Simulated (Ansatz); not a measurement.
## Which method gave which barrier?

Saddle point of BSiH₄Cl₃O, singlet (BCl₃ ([Cl][B]([Cl])[Cl]) + SiH₄O ([OH][SiH3]) → BSiH₃Cl₂O ([SiH3][O][B]([Cl])[Cl]) + HCl; bonds formed: Cl2–H5; dative contacts that become bonds: B1–O6; bonds broken: B1–Cl2, H5–O6), PBE0-D4/def2-TZVP structure:

```json
{"atom": "B1", "x (Å)": "-1.3172", "y (Å)": "0.1371", "z (Å)": "0.0845"}
{"atom": "Cl2", "x (Å)": "-1.6745", "y (Å)": "-1.8779", "z (Å)": "0.9048"}
{"atom": "Cl3", "x (Å)": "-1.5693", "y (Å)": "0.0833", "z (Å)": "-1.6722"}
{"atom": "Cl4", "x (Å)": "-2.2706", "y (Å)": "1.2834", "z (Å)": "1.0267"}
{"atom": "H5", "x (Å)": "-0.3397", "y (Å)": "-1.1616", "z (Å)": "0.9258"}
{"atom": "O6", "x (Å)": "0.0662", "y (Å)": "-0.0522", "z (Å)": "0.5274"}
{"atom": "Si7", "x (Å)": "1.4925", "y (Å)": "0.3235", "z (Å)": "-0.3040"}
{"atom": "H8", "x (Å)": "2.5573", "y (Å)": "0.1966", "z (Å)": "0.7132"}
{"atom": "H9", "x (Å)": "1.6942", "y (Å)": "-0.6411", "z (Å)": "-1.4062"}
{"atom": "H10", "x (Å)": "1.3611", "y (Å)": "1.7087", "z (Å)": "-0.8002"}
```

Ansatz 0.2.0; basis: def2-TZVPP, with def2-QZVPP for the basis limit; cores frozen in the correlated methods. Extrapolation: Hartree–Fock as exp(−7.88 √X), correlation as X^−2.97. Four methods, as single points on the PBE0-D4 structures, gave these electronic barriers from the start structure: 13.47, 15.05, 20.66, 25.92 kcal/mol.

The methods were, in alphabetical order, BHLYP-D4, BLYP-D4, HF, r2SCAN-D4. Which gave which? (A judgement: the text doesn't fix the answer.)

By the calculation: BLYP-D4 13.47; r2SCAN-D4 15.05; BHLYP-D4 20.66; HF 25.92 kcal/mol. For comparison, CCSD(T) at an estimated basis limit (MP2 extrapolated from triple and quadruple zeta, plus CCSD(T) − MP2 in triple zeta) gives 19.66 kcal/mol.

The T1 diagnostic stays at or below 0.012.

The step is the kind of ligand exchange by which a precursor binds to a hydroxyl group, or is hydrolysed, in atomic layer deposition of oxides.

Labels in which every atom is bracketed show which atoms are joined, not bond orders.

For scale, one of the runs: CCSD(T)/def2-TZVPP, 286 basis functions, launched by `ansatz run in.yaml --threads 8 --pin off --events-out ev --progress --plain --max-ram 19148MiB`. Time: 2.8 min of wall clock on 8 CPU threads of an Arm Neoverse V2; the host was shared. Peak host memory: 7.9 GiB.
